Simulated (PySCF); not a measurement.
Spectrum to structure. Level of theory: PySCF 2.14.0, density-fitted response routines, TDDFT wB97X-D/def2-SVPD, vertical, gas phase, core orbitals frozen in the response. Geometries: PBE0-D3(BJ)/def2-SVP, one conformer each.

| state | E (eV) | λ (nm) | f |
| --- | --- | --- | --- |
| S1 | 6.25 | 198.5 | 0.068 |
| S2 | 6.34 | 195.5 | 0.094 |
| S3 | 6.36 | 194.8 | 0.034 |
| S4 | 6.42 | 193.0 | 0.0019 |
| S5 | 6.47 | 191.7 | 0.0026 |
| S6 | 6.57 | 188.7 | 0.0033 |

Question: Which candidate is it? All have the formula C7H5Cl3.
A. `C=C1C(Cl)=CC(C(Cl)Cl)=C1`
B. `C#C[C@H]1CC=C1C(Cl)(Cl)Cl`
C. `C=C1C=CC(C(Cl)(Cl)Cl)=C1`

Answer: B. Its S1, at 6.25 eV, is the highest among the candidates; the nearest of the others has S1 at 3.63 eV. S1 is HOMO→LUMO (75%). Löwdin shares by element: HOMO carbon 75% or more (atoms not listed hold the other 25%); LUMO carbon 58% or more, chlorine 17% or more (atoms not listed hold the other 25%). At the same level the other candidates give, for their lowest levels:
- `C=C1C=C(C(Cl)Cl)C=C1Cl`: 3.34 eV (f 0.022); 5.22 eV (f 0.429); 5.71 eV (f 0.000); 6.25 eV (f 0.002); 6.29 eV (f 0.000); HOMO -8.59, LUMO -0.96 eV
- `C=C1C=CC(C(Cl)(Cl)Cl)=C1`: 3.63 eV (f 0.008); 5.23 eV (f 0.476); 5.93 eV (f 0.001); 6.27 eV (f 0.392); 6.29 eV (f 0.000); HOMO -8.80, LUMO -0.79 eV

Shape of the structure used: `[CH:1]#[C:2][C@H:3]1[CH2:4][CH:5]=[C:6]1[C:7]([Cl:8])([Cl:9])[Cl:10]`: C5–C6–C7–Cl8 -2°.
